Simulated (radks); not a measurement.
Neutral thallium inside a hard spherical wall (all orbitals vanish at R), configuration held at [Hg] 6p1 and not refilled when levels cross. Calculated with a radial shooting solver on a logarithmic mesh with Libxc functionals: scalar-relativistic Kohn-Sham, LDA (Slater exchange, VWN5 correlation), spin-polarised, spherical densities, finite nucleus; open shells are filled with parallel spins first (spin-orbit coupling, left out, can overturn this in heavy ions); Fermi nuclear charge, rms radius 5.4759 fm. Eigenvalues in eV for spin up, with the zero of energy where the potential of the charges vanishes at infinity; a dash marks a level that is unbound or too diffuse for the functional's potential to be trusted. A positive occupied level is held by the wall or, in an anion where self-interaction has pushed it up, behind a barrier. The pressure on the wall is -dE/dV.

| R (bohr) | E (hartree) | kinetic (hartree) | e(5p) | e(5d) | e(6s) | e(6p) | e(7s, empty) | e(6d, empty) | pressure (GPa) |
|---|---|---|---|---|---|---|---|---|---|
| free | -20229.7788 | 22764.373 | -76.239 | -15.634 | -9.978 | -2.779 | -0.484 | - | 0 |
| 20 | -20229.7788 | 22764.373 | -76.239 | -15.634 | -9.978 | -2.779 | -0.469 | 0.612 | < 0.0001 |
| 15 | -20229.7788 | 22764.373 | -76.236 | -15.632 | -9.976 | -2.777 | -0.374 | 0.914 | 0.000120 |
| 12 | -20229.7786 | 22764.375 | -76.214 | -15.610 | -9.958 | -2.758 | -0.088 | 1.363 | 0.00271 |
| 10 | -20229.7777 | 22764.381 | -76.141 | -15.538 | -9.898 | -2.687 | 0.511 | 2.017 | 0.0225 |
| 6 | -20229.7355 | 22764.606 | -74.978 | -14.422 | -8.948 | -1.091 | 8.179 | 7.527 | 2.93 |
| 5 | -20229.6476 | 22765.047 | -73.653 | -13.181 | -7.695 | 1.076 | 16.492 | 12.660 | 14.5 |
| 4 | -20229.3030 | 22766.669 | -70.296 | -10.084 | -3.914 | 7.079 | 36.443 | 24.473 | 97.8 |
| 3 | -20227.4981 | 22774.440 | -60.061 | -0.306 | 10.876 | 28.181 | 95.064 | 58.522 | 1040 |
| 2.5 | -20223.9388 | 22788.701 | -47.398 | 13.006 | 34.550 | 59.564 | 170.24 | 102.02 | 4410 |
